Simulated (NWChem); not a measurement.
System: InHBr2; SMILES [Br][InH][Br]

Parts of the log:

```
             Northwest Computational Chemistry Package (NWChem) 7.3.0
             --------------------------------------------------------

 C2V symmetry detected

                             Geometry "geometry" -> ""
                             -------------------------

 Output coordinates in angstroms (scale by  1.889725989 to convert to a.u.)

  No.       Tag          Charge          X              Y              Z
 ---- ---------------- ---------- -------------- -------------- --------------
    1 In                  49.0000     0.00000000     0.00000000    -0.77558128
    2 H                    1.0000     0.00000000     0.00000000    -2.48309728
    3 Br                  35.0000    -2.07341300     0.00000000     0.57837972
    4 Br                  35.0000     2.07341300     0.00000000     0.57837972

 Effective nuclear repulsion energy (a.u.)     914.4947339750

      Symmetry information
      --------------------

 Group name             C2v
 Group number             16
 Group order               4
 No. of unique centers     3

 Summary of "ao basis" -> "ao basis" (spherical)
 ------------------------------------------------------------------------------
       Tag                 Description            Shells   Functions and Types
 ---------------- ------------------------------  ------  ---------------------
 In                         def2-svp                10       26   4s4p2d
 H                          def2-svp                 3        5   2s1p
 Br                         def2-svp                12       32   5s4p3d

      Symmetry analysis of basis
      --------------------------

        a1         37
        a2         12
        b1         29
        b2         17

            General Information
            -------------------
          SCF calculation type: DFT
          Wavefunction type:  closed shell.
          No. of atoms     :     4
          No. of electrons :    92
           Alpha electrons :    46
            Beta electrons :    46
          Charge           :     0
          Spin multiplicity:     1
          Use of symmetry is: on ; symmetry adaption is: on
          Maximum number of iterations: 150
          AO basis - number of functions:    95
                     number of shells:    37
          Convergence on energy requested:  1.00D-06
          Convergence on density requested:  1.00D-05
          Convergence on gradient requested:  5.00D-04

              XC Information
              --------------
          PerdewBurkeErnzerhof Exchange Functional  1.000
            Perdew 1991 LDA Correlation Functional  1.000 local
           PerdewBurkeErnz. Correlation Functional  1.000 non-local

             Grid Information
             ----------------
          Grid used for XC integration:  medium
          Radial quadrature: Mura-Knowles
          Angular quadrature: Lebedev.
          Tag              B.-S. Rad. Rad. Pts. Rad. Cut. Ang. Pts.
          ---              ---------- --------- --------- ---------
          In                  1.55      123           8.0       590
          H                   0.35       45          10.0       434
          Br                  1.15      112          11.0       590
          Grid pruning is: on
          Number of quadrature shells:   280
          Spatial weights used:  Erf1

      Superposition of Atomic Density Guess
      -------------------------------------

 Sum of atomic energies:       -5362.72119795

      Non-variational initial energy
      ------------------------------

 Total energy =   -5334.165512
 1-e energy   =   -8471.532983
 2-e energy   =    2650.389358
 HOMO         =      -0.365832
 LUMO         =      -0.023480

      Symmetry analysis of molecular orbitals - initial
      -------------------------------------------------

  Numbering of irreducible representations:

     1 a1          2 a2          3 b1          4 b2

  Orbital symmetries:

     1 a1          2 b1          3 a1          4 b1          5 a1
     6 b1          7 a1          8 b2          9 b1         10 a2
    11 a1         12 b1         13 a1         14 b1         15 a1
    16 b2         17 a2         18 b1         19 a1         20 a1
    21 b1         22 b2         23 a1         24 b1         25 a1
    26 b2         27 a2         28 b1         29 a1         30 b2
    31 a2         32 b1         33 a1         34 b1         35 a1
    36 b2         37 a2         38 a1         39 b1         40 a1
    41 b1         42 a1         43 b2         44 a2         45 b1
    46 a1         47 a1         48 b2         49 b1         50 a1
    51 a1         52 a1         53 b2         54 b1         55 a2
    56 b2

   convergence    iter        energy       DeltaE   RMS-Dens  Diis-err
 ---------------- ----- ----------------- --------- --------- ---------
 d= 0,ls=0.0,diis     1  -5337.6650178696 -5.82D+03  2.21D-02  6.05D-01
 d= 0,ls=0.0,diis     2  -5337.5035063796  1.62D-01  1.58D-02  1.48D+00
 d= 0,ls=0.0,diis     3  -5337.7286175801 -2.25D-01  3.43D-03  6.27D-02
 d= 0,ls=0.0,diis     4  -5337.7396642269 -1.10D-02  5.69D-04  1.61D-03
 d= 0,ls=0.0,diis     5  -5337.7399173041 -2.53D-04  1.60D-04  1.26D-04
  Resetting Diis
 d= 0,ls=0.0,diis     6  -5337.7399422108 -2.49D-05  3.19D-05  5.80D-06
 d= 0,ls=0.0,diis     7  -5337.7399429731 -7.62D-07  9.12D-06  1.22D-07

         Total DFT energy =    -5337.739942973136
      One electron energy =    -8471.667313762333
           Coulomb energy =     2845.930153559056
    Exchange-Corr. energy =     -198.980895712413
 Nuclear repulsion energy =      486.978112942555

 Numeric. integr. density =       92.000007829728

                  Occupations of the irreducible representations
                  ----------------------------------------------

                     irrep           alpha         beta
                     --------     --------     --------
                     a1               18.0         18.0
                     a2                6.0          6.0
                     b1               15.0         15.0
                     b2                7.0          7.0

                       DFT Final Molecular Orbital Analysis
                       ------------------------------------

 Vector   44  Occ=2.000000D+00  E=-2.610567D-01  Symmetry=a2
              MO Center= -7.0D-14, -3.5D-16,  5.5D-01, r^2= 5.6D+00
   Bfn.  Coefficient  Atom+Function         Bfn.  Coefficient  Atom+Function
  ----- ------------  ---------------      ----- ------------  ---------------
    47      0.430604  3 Br py                79     -0.430604  4 Br py
    44      0.377992  3 Br py                76     -0.377992  4 Br py
    41     -0.252305  3 Br py                73      0.252305  4 Br py
    17      0.084247  1 In d -2              38      0.082081  3 Br py
    70     -0.082081  4 Br py                22     -0.040616  1 In d -2

 Vector   45  Occ=2.000000D+00  E=-2.584908D-01  Symmetry=a1
              MO Center=  1.2D-13, -4.7D-16,  3.4D-01, r^2= 5.9D+00
   Bfn.  Coefficient  Atom+Function         Bfn.  Coefficient  Atom+Function
  ----- ------------  ---------------      ----- ------------  ---------------
    48      0.386973  3 Br pz                80      0.386973  4 Br pz
    45      0.348730  3 Br pz                77      0.348730  4 Br pz
    42     -0.231791  3 Br pz                74     -0.231791  4 Br pz
    28      0.160032  2 H  s                 27      0.139291  2 H  s
    19     -0.124563  1 In d  0              46      0.112193  3 Br px

 Vector   46  Occ=2.000000D+00  E=-2.550172D-01  Symmetry=b1
              MO Center= -1.2D-13,  2.8D-16,  5.3D-01, r^2= 5.8D+00
   Bfn.  Coefficient  Atom+Function         Bfn.  Coefficient  Atom+Function
  ----- ------------  ---------------      ----- ------------  ---------------
    46      0.306811  3 Br px                78      0.306811  4 Br px
    48      0.299790  3 Br pz                80     -0.299790  4 Br pz
    43      0.277655  3 Br px                75      0.277655  4 Br px
    45      0.266054  3 Br pz                77     -0.266054  4 Br pz
    40     -0.183964  3 Br px                72     -0.183964  4 Br px

 Vector   47  Occ=0.000000D+00  E=-1.014433D-01  Symmetry=a1
              MO Center=  3.2D-15,  1.3D-16, -5.0D-01, r^2= 5.1D+00
   Bfn.  Coefficient  Atom+Function         Bfn.  Coefficient  Atom+Function
  ----- ------------  ---------------      ----- ------------  ---------------
     3      0.730318  1 In s                  4      0.659099  1 In s
    28     -0.464647  2 H  s                 46     -0.371034  3 Br px
    78      0.371034  4 Br px                 1     -0.362486  1 In s
    27     -0.266555  2 H  s                 43     -0.225667  3 Br px
    75      0.225667  4 Br px                48      0.183229  3 Br pz

 Vector   48  Occ=0.000000D+00  E=-9.703307D-02  Symmetry=b2
              MO Center=  1.6D-14, -8.8D-16, -7.0D-01, r^2= 4.4D+00
   Bfn.  Coefficient  Atom+Function         Bfn.  Coefficient  Atom+Function
  ----- ------------  ---------------      ----- ------------  ---------------
    12      0.645354  1 In py                15      0.499538  1 In py
    47     -0.237855  3 Br py                79     -0.237855  4 Br py
     9     -0.162623  1 In py                44     -0.158815  3 Br py
    76     -0.158815  4 Br py                 6     -0.149726  1 In py
    41      0.103824  3 Br py                73      0.103824  4 Br py

[...]
```

Level: PBE/def2-SVP with def2 effective core potentials on In, vertical spin-unrestricted ions. Structure relaxed at the PBE0/def2-SVP level. Not confirmed as a minimum by frequencies. def2 effective core potentials on In; no spin-orbit coupling.

### Question
Write an input that gives this output.

### Answer
One answer among several that fit: the input that was run:
```
start job
memory heap 200 mb stack 900 mb global 1100 mb
geometry units angstroms noautoz
  In     0.000000     0.000000    -0.771410
  H      0.000000     0.000000    -2.478926
  Br    -2.073413     0.000000     0.582551
  Br     2.073413     0.000000     0.582551
end
basis spherical
  * library def2-svp
end
ecp
  In library def2-ecp
end
dft
  xc xpbe96 cpbe96
  iterations 150
  vectors input atomic output neutral.movecs
end
task dft energy
charge 1
dft
  odft
  mult 2
  vectors input atomic output cation.movecs
end
task dft energy
```
